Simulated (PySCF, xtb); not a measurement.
Ge(OH)3(NH2) (GeH5NO3), SMILES [NH2][Ge]([OH])([OH])[OH].

GFN2-xTB (xtb) at its own geometry gives an orbital gap of 6.87 eV and a dipole moment of 0.68 D.

Geometry optimised at ωB97X-D3(BJ)/def2-SVP. The structure was generated by enumeration, and PubChem lists no compound with its InChIKey, so it may never have been made. Other conformers were not sampled.

Task: What does PBE/def2-TZVP run with PySCF give? (Estimate from the structure and the level; the computed values follow.)

Result: gap 5.40 eV (levels -6.34 and -0.93 eV), dipole 0.77 D.
